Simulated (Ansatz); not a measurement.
Conformers of `O[SiH2][SiH](O)F`, each relaxed with PBE0-D4/def2-TZVP in Ansatz. CBS adds the triple-zeta coupled-cluster correction to the MP2 limit.

Not all of them had a frequency check.

Conformer A:

Z-matrix (Å, degrees):
```
Si
Si 1 2.344
O 1 1.653 2 105.8
H 1 1.492 2 110.0 3 -120.3
H 1 1.491 2 110.8 3 121.4
F 2 1.605 1 107.9 3 169.2
O 2 1.636 1 107.6 3 -72.0
H 2 1.488 1 115.4 3 51.8
H 3 0.958 1 117.9 2 179.2
H 7 0.959 2 118.8 1 165.4
```

Conformer B:

```xyz
10

O     2.131   -0.472    0.996
Si    1.241    0.379   -0.107
Si   -1.048   -0.084    0.153
O    -1.815    0.434   -1.197
F    -1.196   -1.679    0.305
H     2.001   -1.422    1.025
H     1.525    1.810    0.160
H     1.639    0.061   -1.509
H    -1.706    0.474    1.366
H    -2.772    0.499   -1.192
```

Conformer C:

Cartesian coordinates in Å:
```
O 0.017 -1.683 0.561
Si 0.073 -0.788 -0.840
Si 0.001 1.379 0.070
O -0.574 1.199 1.590
F 1.484 1.984 0.087
H 0.065 -2.638 0.499
H -1.095 -1.090 -1.718
H 1.304 -1.086 -1.625
H -0.843 2.387 -0.609
H -0.432 0.334 1.985
```

Problem. Which is lowest in electronic energy at CCSD(T)/CBS (frozen core, def2 sets), and by how much? (Estimate.)

Solution. The calculation gave: C; A lies 3.2 kJ/mol higher, B lies 2.6 kJ/mol higher.

Problem. Give the energies relative to C (kJ/mol) with PBE-D4/def2-TZVPP, r2SCAN-D4/def2-TZVPP, ωB97X-V/def2-TZVPP, ωB97M-V/def2-TZVPP, PBE0/def2-TZVPP, B3LYP/def2-TZVPP, CCSD(T)/def2-TZVPP. (An estimate is asked.)

Solution. Computed: 
```json
{"level": "PBE-D4/def2-TZVPP", "A": "5.2", "B": "2.9"}
{"level": "r2SCAN-D4/def2-TZVPP", "A": "5.0", "B": "3.1"}
{"level": "ωB97X-V/def2-TZVPP", "A": "3.7", "B": "2.9"}
{"level": "ωB97M-V/def2-TZVPP", "A": "4.5", "B": "3.4"}
{"level": "PBE0/def2-TZVPP", "A": "3.4", "B": "2.1"}
{"level": "B3LYP/def2-TZVPP", "A": "2.2", "B": "1.2"}
{"level": "CCSD(T)/def2-TZVPP", "A": "3.2", "B": "2.8"}
```

B3LYP here is the variant with VWN-RPA as its local correlation; programs differ in this.
